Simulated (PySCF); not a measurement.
## How the method changes the constants of SiSe

State: ¹Σ⁺ (singlet), closed shell. Set-up: Si x2c-TZVPPall, Se x2c-TZVPPall; spin-free X2C with a Gaussian nucleus (PySCF 2.14). De refers to Si + Se in their high-spin ground configurations, without counterpoise correction. A positive dipole means Si(−)Se(+).

| Level | Re (Å) | ωe (cm⁻¹) | De (eV) | μ (D) | CPU s a point (SCF and correlation, without the integrals) |
| --- | --- | --- | --- | --- | --- |
| RHF | 2.039 | 632 | 3.24 | -1.91 | 0.47 |
| RHF-MP2 | 2.064 | 588 | 5.63 | n/a | 0.71 |
| RHF-SCS-MP2 | 2.064 | 590 | 5.49 | n/a | n/a |
| RHF-CCSD | 2.057 | 602 | 5.12 | n/a | n/a |
| RHF-CCSD(T) | 2.071 | 578 | 5.42 | n/a | 12 |
| LDA | 2.060 | 573 | 6.68 | -1.26 | 1 |
| PBE | 2.082 | 559 | 5.80 | -1.21 | 1.5 |
| PW91 | 2.080 | 559 | 5.84 | -1.23 | 1 |
| r²SCAN | 2.064 | 581 | 5.63 | -1.26 | 1.8 |
| PBE0 | 2.057 | 592 | 5.50 | -1.38 | 3.1 |
| r²SCAN0 | 2.049 | 604 | 5.36 | -1.43 | 2.8 |
| M06-2X | 2.056 | 601 | 5.43 | -1.70 | 2.2 |
| ωB97X | 2.038 | 621 | 5.53 | -1.49 | 3.2 |

The bond length runs from 2.038 Å (ωB97X) to 2.082 Å (PBE). De spans 3.24 eV (RHF, mean field) to 6.68 eV (LDA, local density). Correlation at CCSD(T) changes the Hartree–Fock bond energy by +2.18 eV; the triples alone change it by +0.30 eV.

Correlated steps freeze 14 core orbitals. Where the molecule has an RHF reference, its open-shell atoms are computed with UHF.

The whole job (state search and all levels along the bond) took about 6.8 min on 1 thread of Intel Xeon Platinum 8488C (shared host), peak memory 2 GiB.
